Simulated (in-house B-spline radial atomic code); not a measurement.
## Neutral chromium: [Ar] 3d5 4s1

Computed with a radial B-spline atomic code at the basis-set limit: scalar-relativistic (X2C) r2SCAN0, spin-polarised, spherical fractional occupations, Fermi nucleus of rms radius 3.6452 fm.

Screening seen three ways: the hydrogenic charge with the same mean radius, Z_r = [3n² - l(l+1)]/(2<r>), the one with the same energy, Z_e = n√(-2ε), and Slater's rules. Values are occupation-weighted means over spin.

```tsv
shell	electrons	ε (eV)	<r> (bohr)	Z_r	Z_e	Slater
1s	2	-5933	0.06326	23.71	20.88	23.70
2s	2	-685.53	0.2919	20.55	14.20	19.85
2p	6	-574.15	0.2594	19.27	12.99	19.85
3s	2	-78.931	0.9041	14.93	7.23	12.75
3p	6	-48.015	0.9706	12.88	5.64	12.75
3d	5	-5.4501	1.433	7.33	1.90	4.60
4s	1	-5.1801	3.345	7.18	2.47	2.95
```

The least bound orbital is 4s up at -5.18 eV, and it is also the most diffuse (<r> = 3.345 bohr).

The density falls to 0.001 bohr⁻³ at 4.378 bohr; Σ<r²> = 36.47 bohr² gives, by the non-relativistic formula and without the paramagnetism of open shells, a Langevin diamagnetic susceptibility of -28.88×10⁻⁶ cm³/mol.
Radii and densities under X2C are those of the two-component orbitals, without the picture-change correction, which makes inner s shells of heavy atoms about 5 % too small.
